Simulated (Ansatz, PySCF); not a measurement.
Gas-phase reaction 3 R1 + R2 → 3 P1 + P2, each structure at its B3LYP-D3(BJ)/def2-TZVP stationary point, reached from a drawn start (curvature not checked).
P1, H2 (SMILES [H][H]) (charge 0, multiplicity 1):
```xyz
2

H      0.000     0.000     0.372
H      0.000     0.000    -0.372
```
R1: HF (SMILES F), charge 0, multiplicity 1.
R2, SiH4 (SMILES [SiH4]) (charge 0, multiplicity 1):
```xyz
5

Si     0.000     0.000     0.000
H      0.855     0.855     0.855
H     -0.855    -0.855     0.855
H     -0.855     0.855    -0.855
H      0.855    -0.855    -0.855
```
P2: F3HSi (SMILES F[SiH](F)F), charge 0, multiplicity 1.

P less R. No zero-point or thermal terms.

Cores are frozen in the correlated methods.

Codes used: Ansatz (Gaussian basis) for Hartree–Fock, density functionals and correlated methods; PySCF for the D3/D4 terms. No computed number here is a measurement.

```
level                     reaction energy (kcal/mol)
------------------------  --------------------------
SVWN5/def2-TZVPP                              -85.73
BLYP-D3(BJ)/def2-TZVPP                        -90.85
revPBE/def2-TZVPP                             -83.33
revPBE-D3(BJ)/def2-TZVPP                      -83.78
B3LYP-D3(BJ)/def2-TZVPP                       -90.50
PBE0-D4/def2-TZVPP                            -84.69
SCS-MP2/cc-pV(T+d)Z                           -94.64
CCSD/cc-pV(T+d)Z                              -90.21
CCSD(T)/cc-pV(T+d)Z                       (withheld)
```

**Question.** What belongs in the gaps?

**Answer.** 
- CCSD(T)/cc-pV(T+d)Z, reaction energy (kcal/mol): -91.19

Ansatz is a first-principles code.
